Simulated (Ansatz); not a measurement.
`[SiH3][TeH]` and `O[SiH3]` differ in one element.

Ansatz, PBE0-D4/def2-TZVP geometries, multiplicity 1. 

Elements past krypton have def2 core potentials.

| property | `[SiH3][TeH]` |
| --- | --- |
| size of the dipole moment (B3LYP/def2-TZVPP) / D | 0.51 |
| HOMO–LUMO gap (PBE0/def2-TZVPP) / eV | 5.81 |
| HOMO–LUMO gap (B3LYP/def2-TZVPP) / eV | 5.37 |
| HOMO–LUMO gap (PBE/def2-TZVPP) / eV | 3.98 |
| LUMO energy (ωB97M-V/def2-TZVPP) / eV | 1.02 |
| LUMO energy (B3LYP/def2-TZVPP) / eV | -0.96 |

Question: What does the change do to each property? (Estimate.)

Answer: Computed: 
| property | `O[SiH3]` | shift |
| --- | --- | --- |
| size of the dipole moment (B3LYP/def2-TZVPP) / D | 1.31 | 0.80 |
| HOMO–LUMO gap (PBE0/def2-TZVPP) / eV | 8.77 | 2.96 |
| HOMO–LUMO gap (B3LYP/def2-TZVPP) / eV | 8.27 | 2.90 |
| HOMO–LUMO gap (PBE/def2-TZVPP) / eV | 6.38 | 2.40 |
| LUMO energy (ωB97M-V/def2-TZVPP) / eV | 1.65 | 0.63 |
| LUMO energy (B3LYP/def2-TZVPP) / eV | -0.25 | 0.71 |

With PBE0 the HOMO falls by 2.18 eV and the LUMO rises by 0.78 eV, so the gap widens by about 2.96 eV. PBE moves the HOMO by -1.68 eV and ωB97M-V by -2.44 eV. Dipoles are sizes alone; their direction can turn.

B3LYP here is the variant with VWN-RPA as its local correlation; programs differ in this.

Spin–orbit coupling is left out; it splits and shifts lone-pair levels of the heavy atoms by tenths of an eV.
